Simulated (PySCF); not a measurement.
ReBr4, SMILES [Br][Re]([Br])([Br])[Br] (connectivity only; charge and spin as stated), neutral, multiplicity 4. Atoms are numbered in the order given.

```xyz
5

Re     0.0000     0.0000     0.0000
Br    -1.2394    -1.2394    -1.6416
Br    -1.2394     1.2394     1.6416
Br     1.2394    -1.2394     1.6416
Br     1.2394     1.2394    -1.6416
```
Charge 0, spin multiplicity 4.

Geometry optimised at r2SCAN-D4/def2-SVP. The multiplicity is an assumed one; other spin states were not compared. The def2 effective core potentials stand for the cores of Re; spin–orbit coupling is left out.

All values below come from PBE/def2-TZVP (PySCF).

ESP charges are fitted to the potential on shells at 1.4 to 2.0 van der Waals radii. Atomic charges (e):

| atom | ESP fit | Mulliken | Mulliken spin |
|---|---|---|---|
| Re1 | -0.05 | 0.75 | 2.43 |
| Br2 | 0.01 | -0.19 | 0.14 |
| Br3 | 0.01 | -0.19 | 0.14 |
| Br4 | 0.01 | -0.19 | 0.14 |
| Br5 | 0.01 | -0.19 | 0.14 |
